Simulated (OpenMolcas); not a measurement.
## Te+: from CASSCF to CASPT2

- Program: OpenMolcas
- Basis: ANO-RCC-VTZP [7s6p4d2f1g]
- Scalar Hamiltonian: DKH2, point nucleus
- Active space: 3 electrons in 3 orbitals (5p)
- State averaging: 2S+1 = 4 odd, 1 root; 2S+1 = 2 odd, 8 roots
- Spin-orbit coupling: state interaction with AMFI integrals over the reference wave functions, term energies averaged over their components

Methods on the same reference wave functions:
A. CASSCF
B. SS-CASPT2, IPEA 0.25 Eh, imaginary shift 0.1 Eh (closed shells correlated: 4d 5s)
C. XMS-CASPT2, IPEA 0.25 Eh, imaginary shift 0.1 Eh (closed shells correlated: 4d 5s)

Energies in cm⁻¹ above 5s² 5p³ ⁴S°_3/2, the measured ground level; measured values from NIST Handbook of Basic Atomic Spectroscopic Data.

```json
{"Level": "5s² 5p³ ⁴S°_3/2", "A": "0.0", "B": "0.0", "C": "0.0", "Measured": "0.0"}
{"Level": "5s² 5p³ ²D°_3/2", "A": "14484", "B": "11330", "C": "10620", "Measured": "10222"}
{"Level": "5s² 5p³ ²D°_5/2", "A": "16167", "B": "13120", "C": "12460", "Measured": "12422"}
{"Level": "5s² 5p³ ²P°_1/2", "A": "26350", "B": "21990", "C": "20790", "Measured": "20547"}
{"Level": "5s² 5p³ ²P°_3/2", "A": "28746", "B": "24660", "C": "23570", "Measured": "24032"}
```

Deviations, from unrounded energies. A percentage is the sum of absolute deviations over the sum of measured energies, with the sign that they share, or ± where signs differ.

```tsv
Against measurement	Levels	A	B	C
mean absolute deviation (cm-1)	4	4600	970	290
other terms of the ground configuration (%)	4	+27.6	+5.8	±1.7
```

C lies closest to measurement on these levels and A furthest from it. The largest miss of C in the table is 5s² 5p³ ²P°_3/2, by -460 cm-1. The ranking rests on the paired levels alone, and a cruder setting can come out closer through cancelling errors.

Between B and C the level of the table that moves most is 5s² 5p³ ²P°_1/2, by 1200 cm-1 (lowest in C, highest in B). Moves below CASPT2's spread within the term are not significant.

The mean deviations of B to C differ by less than CASPT2's widest spread within a term (1600 cm-1), so their order carries little weight.

From A to B the spin-free energies of the other terms of 5s² 5p³ shown, above ⁴S°, scale by factors of 0.79 to 0.82.

The lowest spin-free term lies below A's lowest term by 0.508 hartree in B, 0.508 hartree in C.

CASPT2 breaks the degeneracy within a term, and the mean is taken; among the terms shown or strongly mixed into the levels shown the widest spread is 1600 cm-1 (5s² 5p³ ²D°, C). With the s shell closed, the reference lacks s² → p² mixing. Measured partners are found by configuration, term and J. A level has none where our copy of the source lacks it or the pairing is in doubt (some pairs that miss far off the trend of their configuration count as doubtful), and it then counts in no deviation. Only configurations of the active space appear.

° marks odd parity.
